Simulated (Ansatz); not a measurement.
The same path of CH7AsSeSi (11 atoms, charge 0, multiplicity 1) was run twice with different band settings. The coordinate that changes most is the dihedral C1–Si2–Se4–H11.

These are results of RKS PBE-D4/def2-SVP in Ansatz, not measurements.

Relaxed end points:

```xyz
11
Properties=species:S:1:pos:R:3
C -0.790 1.217 0.102
Si 0.130 -0.184 -0.773
As 2.093 -0.928 0.376
Se -1.232 -2.014 -1.149
H -0.132 2.105 0.202
H -1.693 1.502 -0.475
H -1.105 0.902 1.117
H 0.527 0.229 -2.165
H 1.259 -1.153 1.655
H 2.443 0.508 0.826
H -1.435 -2.242 0.306
```

```xyz
11
Properties=species:S:1:pos:R:3
C -0.780 1.106 0.223
Si 0.153 -0.330 -0.576
As 2.230 -0.869 0.482
Se -1.047 -2.303 -0.453
H -0.176 2.035 0.164
H -1.745 1.283 -0.296
H -0.991 0.885 1.288
H 0.455 0.002 -2.016
H 1.572 -0.765 1.873
H 2.603 0.629 0.514
H -2.208 -1.729 -1.182
```

Common settings: movable images 7; climbing image yes; optimiser quadratic models (default); start path through a guess of the saddle point; force threshold 0.03 eV/Å; iteration limit 60; end points relaxed.

| run | spring |
| --- | --- |
| 1 | 5.0 eV/Å² |
| 2 | 2.0 to 10.0 eV/Å², energy-weighted |

(1) What does each run give, and how far can it be trusted?

Results:

(1) Run 1: converged after 6 iterations, highest image 0.052 eV above the first end. A vibrational analysis at the climbing image gives one clearly imaginary mode, 141i cm⁻¹: a first-order saddle point.
Run 2: converged after 7 iterations, highest image 0.053 eV above the first end. Another band between the same ends (7 images) ends at a top of the same energy, where a vibrational analysis finds 1 clearly imaginary mode.
